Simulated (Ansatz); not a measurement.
Harmonic frequencies (cm⁻¹) at PBE0-D4/def2-TZVP from Ansatz: 198, 323, 390, 480, 511, 548, 668, 767, 784, 836, 862, 986, 1063, 1243, 1290, 2379, 2651, 2681.

Which molecule is it?
A. `O=C[SiH](O)Cl`
B. `[AlH2]/[N]=C\S`
C. `N#CO[SiH3]`
D. `B1OBSP1`

D.
